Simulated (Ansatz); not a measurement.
One change: `O[SiH](F)[SiH2]Cl` becomes `O[SiH](F)[AlH2]`.

Ansatz, PBE0-D4/def2-TZVP geometries, multiplicity 1. Each molecule was computed in one conformer, which needn't be the lowest.

| property | `O[SiH](F)[SiH2]Cl` |
| --- | --- |
| HOMO energy (PBE0/def2-TZVPP) / eV | -8.22 |
| ideal-gas entropy at 298 K and 1 bar (rigid rotor, harmonic PBE0-D4/def2-TZVP) / J/(mol·K) | 370 |
| HOMO energy (PBE/def2-TZVPP) / eV | -6.96 |
| size of the dipole moment (B3LYP/def2-TZVPP) / D | 1.29 |
| LUMO energy (PBE0/def2-TZVPP) / eV | -1.05 |
| HOMO–LUMO gap (PBE/def2-TZVPP) / eV | 5.08 |

Give the same properties after the change, and the shifts. (An estimate is asked.)

Computed: 
| property | `O[SiH](F)[AlH2]` | shift |
| --- | --- | --- |
| HOMO energy (PBE0/def2-TZVPP) / eV | -7.56 | 0.66 |
| ideal-gas entropy at 298 K and 1 bar (rigid rotor, harmonic PBE0-D4/def2-TZVP) / J/(mol·K) | 346 | -24 |
| HOMO energy (PBE/def2-TZVPP) / eV | -6.40 | 0.56 |
| size of the dipole moment (B3LYP/def2-TZVPP) / D | 1.32 | 0.03 |
| LUMO energy (PBE0/def2-TZVPP) / eV | -2.19 | -1.14 |
| HOMO–LUMO gap (PBE/def2-TZVPP) / eV | 3.43 | -1.65 |

With PBE0 the HOMO rises by 0.66 eV and the LUMO falls by 1.14 eV, so the gap narrows by about 1.80 eV. PBE moves the HOMO by 0.56 eV and ωB97M-V by 0.68 eV. The zero-point energy changes by -16.4 kJ/mol with -3 modes. Dipoles are sizes alone; their direction can turn. Modes under 60 cm⁻¹, often nearly free rotors, make the harmonic entropy too high.

B3LYP here is the variant with VWN-RPA as its local correlation; programs differ in this.
